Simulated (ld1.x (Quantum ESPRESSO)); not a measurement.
Pseudopotential generation for lithium (Li): TM, PBE, non-relativistic.

lithium (Li), norm-conserving Troullier–Martins (Kleinman–Bylander form), made with ld1.x (Quantum ESPRESSO) 7.5 (PBE, non-relativistic). Core [He], reference 2s1 2p0. Waves: 2s (bound): rc 2.25 bohr; 3d channel at 0.15 Ry: rc 3.65 bohr; 2p (bound, empty): rc 4.20 bohr. Local part: the p channel. Core correction: none.

Results:

```json
{
  "Cutoffs needed": "6 Ry and 6 Ry (the cutoffs (Ry, on a coarse ladder) from which the occupation-weighted sum of valence levels, in a spherical-Bessel basis at the reference potential, stays within 10 and 1 mRy of its value at 400 Ry)",
  "Ghost test": "no extra level below or beside the all-electron valence levels (s, d, p, f tested) (spherical-Bessel basis up to 400 Ry, 20 bohr box)",
  "Largest excitation error": "+4.7 meV (all-electron minus pseudo) for 2s0.5 2p0, out of 2 test configurations"
}
```

Generation and tests took about 2.4 s on one core of a shared server CPU.
